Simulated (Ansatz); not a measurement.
Basis-set series for H3HfIO3 (`[OH][Hf]([OH])([OH])[I]`). Total charge 0; spin multiplicity 1. Hf, I takes the def2 core potential. The geometry is a stationary point of PBE0-D4/def2-TZVP. It is one conformer, not always the lowest.

| functional | basis | functions | energy (Eh) | HOMO (eV) | LUMO (eV) |
| --- | --- | --- | --- | --- | --- |
| PBE0-D4 | def2-SVP | 115 | -573.05671 | -7.16 | -0.10 |
| PBE0-D4 | def2-QZVPP | 424 | -573.37817 | -7.30 | -0.48 |
| ωB97M-V | def2-SVP | 115 | -573.12600 | -9.23 | 1.14 |
| ωB97M-V | def2-QZVPP | 424 | -573.45441 | -9.40 | 0.39 |

Task: Give the rows for def2-TZVPP. (Estimate.)

Result: Computed: 
```tsv
functional	basis	functions	energy (Eh)	HOMO (eV)	LUMO (eV)
PBE0-D4	def2-TZVPP	241	-573.36347	-7.27	-0.24
ωB97M-V	def2-TZVPP	241	-573.44055	-9.36	0.93
```

Positive LUMOs are unbound and depend on the basis.
